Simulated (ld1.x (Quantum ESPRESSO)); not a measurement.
# Cl (Z = 17): one change to a TM potential, before and after

| Quantity | Value |
| --- | --- |
| Element | Cl (Z = 17) |
| Generator | ld1.x (Quantum ESPRESSO) 7.5 |
| Type | norm-conserving Troullier–Martins (Kleinman–Bylander form) |
| Functional | PBE |
| Relativity | non-relativistic |
| Frozen core | [Ne] |
| Valence charge | 7 |
| Reference configuration | 3s2 3p3.5 (charge +1.5) |
| Partial waves | 3p (bound): rc 1.10 bohr; 3d channel at 0.25 Ry: rc 1.05 bohr; 3s (bound): rc 1.05 bohr |
| Local potential | the s channel |
| Core correction | none |

All-electron outer shells of the reference configuration (PBE, non-relativistic, ld1.x):

```tsv
shell	level (eV)	outermost node (bohr)	outermost maximum (bohr)
3s	-38.16	0.56	1.26
3p	-25.41	0.53	1.37
```

Change: wave 3p (bound): rc 1.10 bohr becomes 3p (bound): rc 1.34 bohr.

Cutoffs: the cutoffs (Ry, on a coarse ladder) from which the occupation-weighted sum of valence levels, in a spherical-Bessel basis at the reference potential, stays within 10 and 1 mRy of its value at 400 Ry; they do not see the model core or the augmentation charge, which bear on the density cutoff. Errors are all-electron minus pseudo energies relative to the spin-unpolarised reference configuration.

**Question.** What does the change do?

**Answer.** The potential gets softer (110 Ry and 200 Ry → 70 Ry and 160 Ry); of the 7 tests that both files solve, the error grows in 2 and shrinks in 0 by more than 15 % and 0.3 meV (median size 8.9 → 13.2 meV); neither file shows a bound ghost. A larger radius leaves more room for a smooth pseudo-wave, so fewer plane waves are needed.

```csv
quantity,base,changed
"cutoff, loose",110 Ry,70 Ry
"cutoff, tight",200 Ry,160 Ry
loose cutoff by channel (10 mRy a level),"p 70 Ry, s 60 Ry","p 15 Ry, s 60 Ry"
bound ghosts,none,none
"error for 3s2 3p5, meV [ΔE -25.09 eV]",+13,+13
"error for 3s2 3p4, meV [ΔE -11.20 eV]",+2.1,+2.3
"error for 3s2 3p3, meV [ΔE 14.26 eV]",+3.0,+3.3
"error for 3s1 3p5, meV [ΔE 1.32 eV]",+8.9,+18
"error for 3s2 3p5.3, meV [ΔE -27.23 eV]",+16,+16
"error for 3s2 3p4.5, meV [ΔE -19.50 eV]",+7.0,+7.4
"error for 3s2 3p2, meV [ΔE 52.58 eV]",+36,+42
```
